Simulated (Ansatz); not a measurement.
`FCCCOCF` → `FCCOCF` + `[CH2]` (triplet)  (formal loss of a carbene)

Calculated with Ansatz (gas phase, PBE0-D4/def2-TZVP geometries, no zero-point term in ΔE). CCSD(T)/CBS is the MP2 limit (def2-TZVPP, def2-QZVPP) plus CCSD(T) − MP2 in def2-TZVPP, frozen cores. This one scheme is used for every species. Triplets are unrestricted, without spin–orbit coupling. One conformer a species, not always the lowest.

```csv
species,SCS-MP2/def2-TZVPP energy (Eh)
`FCCCOCF`,-431.43737
`FCCOCF`,-392.21184
`[CH2]` (triplet),-39.05647
```

Question: Work out ΔE.

Answer: ΔE = (-392.21184) + (-39.05647) − (-431.43737) = 0.16906 Eh = +106.1 kcal/mol. CCSD(T)/CBS gives +105.7 kcal/mol.

Largest T1 diagnostic among the species: 0.011.

The D4 term adds +3.0 kcal/mol with B3LYP and +1.6 kcal/mol with PBE0; it sums over pairs of atoms, weighted by their polarisabilities, and B3LYP, whose exchange is more repulsive, gets the larger term. From PBE to PBE0 (25 % exact exchange), in def2-TZVPP and without D4, ΔE moves by −1.8 kcal/mol.

B3LYP here is the variant with VWN-RPA as its local correlation; programs differ in this.
